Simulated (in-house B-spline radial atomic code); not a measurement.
Results of a calculation; reference values are marked as such.
Weak and strong correlation along the adiabatic connection

Two-electron singlets in several external potentials (atomic units), by full CI in B-splines with partial waves to l = 8 (correlation energies up to 0.6 % small). The repulsion is scaled by λ at fixed density; W(λ) is the mean repulsion less the Hartree energy, W(0) = E_x, and the area under W from 0 to 1 is E_xc.

Relative drop (W(λ) − E_x)/E_x:

| system | λ = 0.12 | λ = 0.25 | λ = 0.4 | λ = 0.6 | λ = 0.8 | λ = 1 |
| --- | --- | --- | --- | --- | --- | --- |
| −Z exp(−kr)/r, Z = 1.81, k = 0.445 | 0.0147 | 0.0294 | 0.0452 | 0.0643 | 0.0815 | 0.0970 |
| −V exp(−r²/w²), V = 27.8, w = 1.04 | 0.0061 | 0.0125 | 0.0196 | 0.0287 | 0.0374 | 0.0457 |
| −V exp(−r²/w²), V = 0.813, w = 6.27 | 0.0388 | 0.0732 | 0.1052 | 0.1388 | 0.1648 | 0.1856 |
| ω²r²/2 − Z/r, ω = 0.113, Z = 2 | 0.0109 | 0.0221 | 0.0342 | 0.0492 | 0.0631 | 0.0760 |
| −Z exp(−kr)/r, Z = 8.41, k = 2.15 | 0.0024 | 0.0049 | 0.0078 | 0.0115 | 0.0152 | 0.0189 |
| −Z/r, Z = 0.96 | 0.0441 | 0.0817 | 0.1161 | 0.1518 | 0.1795 | 0.2017 |
| −Z/r, Z = 0.5, wall at 4 bohr | 0.0243 | 0.0475 | 0.0708 | 0.0972 | 0.1193 | 0.1380 |

(1) Order the systems by how far second-order (GL2) theory, half the initial slope (estimated from the first points of each curve), overshoots the correlation energy, least first.
A. ω²r²/2 − Z/r, ω = 0.113, Z = 2
B. −Z exp(−kr)/r, Z = 8.41, k = 2.15
C. −V exp(−r²/w²), V = 27.8, w = 1.04
D. −Z/r, Z = 0.5, wall at 4 bohr
E. −Z exp(−kr)/r, Z = 1.81, k = 0.445
F. −V exp(−r²/w²), V = 0.813, w = 6.27
G. −Z/r, Z = 0.96

(2) What else changes along this order?

Answers

(1) B (GL2/E_c = 1.03), C (GL2/E_c = 1.08), A (GL2/E_c = 1.15), E (GL2/E_c = 1.20), D (GL2/E_c = 1.36), F (GL2/E_c = 1.57), G (GL2/E_c = 1.66).

(2) The ratio follows the bend of the curve. With it the leading natural occupation goes from 1.999 to 1.864 and −T_c/E_c from 0.97 to 0.62 between the first and the last.
